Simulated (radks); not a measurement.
Species: Ho+. Configuration: [Xe] 4f11 6s1.

Calculated with a radial shooting solver on a logarithmic mesh with Libxc functionals: scalar-relativistic Kohn-Sham, LDA (Slater exchange, Perdew-Wang correlation), spin-polarised, spherical densities, point nucleus; open shells are filled with parallel spins first (spin-orbit coupling, left out, can overturn this in heavy ions).

Energy parts (Ry):
total: -25216.1965
kinetic: 27267.4163
electron-nucleus: -61783.9184
Hartree: 9824.4814
exchange-correlation: -524.1758

Orbitals (lengths in bohr, moments of r in powers of bohr; <r^-3> diverges for s and p1/2):
1s up: occ. 1; eigenvalue (Ry) -4076.002; <r^2> 0.0005888
1s down: occ. 1; eigenvalue (Ry) -4076.001; <r^2> 0.0005888
2s up: occ. 1; eigenvalue (Ry) -682.2477; <r^2> 0.009179
2s down: occ. 1; eigenvalue (Ry) -682.2432; <r^2> 0.009179
2p up: occ. 3; eigenvalue (Ry) -604.6999; <r^2> 0.007445; <r^-3> 13540
2p down: occ. 3; eigenvalue (Ry) -604.6965; <r^2> 0.007445; <r^-3> 13540
3s up: occ. 1; eigenvalue (Ry) -152.7409; <r^2> 0.06051
3s down: occ. 1; eigenvalue (Ry) -152.6484; <r^2> 0.06048
3p up: occ. 3; eigenvalue (Ry) -129.0462; <r^2> 0.06082; <r^-3> 2896
3p down: occ. 3; eigenvalue (Ry) -128.9542; <r^2> 0.06078; <r^-3> 2899
3d up: occ. 5; eigenvalue (Ry) -98.91739; <r^2> 0.05079; <r^-3> 386.3
3d down: occ. 5; eigenvalue (Ry) -98.84555; <r^2> 0.05073; <r^-3> 386.7
4s up: occ. 1; eigenvalue (Ry) -30.58730; <r^2> 0.3043
4s down: occ. 1; eigenvalue (Ry) -30.39669; <r^2> 0.3044
4p up: occ. 3; eigenvalue (Ry) -22.78512; <r^2> 0.3448; <r^-3> 654.4
4p down: occ. 3; eigenvalue (Ry) -22.59736; <r^2> 0.3450; <r^-3> 653.7
4d up: occ. 5; eigenvalue (Ry) -12.24676; <r^2> 0.4134; <r^-3> 73.10
4d down: occ. 5; eigenvalue (Ry) -12.06330; <r^2> 0.4143; <r^-3> 72.95
4f up: occ. 7; eigenvalue (Ry) -0.79850; <r^2> 0.9679; <r^-3> 9.882
4f down: occ. 4; eigenvalue (Ry) -0.63873; <r^2> 1.044; <r^-3> 9.646
5s up: occ. 1; eigenvalue (Ry) -4.24262; <r^2> 1.826
5s down: occ. 1; eigenvalue (Ry) -4.14863; <r^2> 1.846
5p up: occ. 3; eigenvalue (Ry) -2.42924; <r^2> 2.619; <r^-3> 82.50
5p down: occ. 3; eigenvalue (Ry) -2.35538; <r^2> 2.647; <r^-3> 80.76
6s up: occ. 1; eigenvalue (Ry) -0.70231; <r^2> 14.52
6s down: occ. 0; eigenvalue (Ry) -0.63751; <r^2> 15.13

The highest occupied level is 4f down at -8.690 eV. Summed over all electrons, <r^2> = 52.82 bohr^2, which gives a Langevin (diamagnetic) susceptibility term of -41.8 x 10^-6 cm^3/mol.
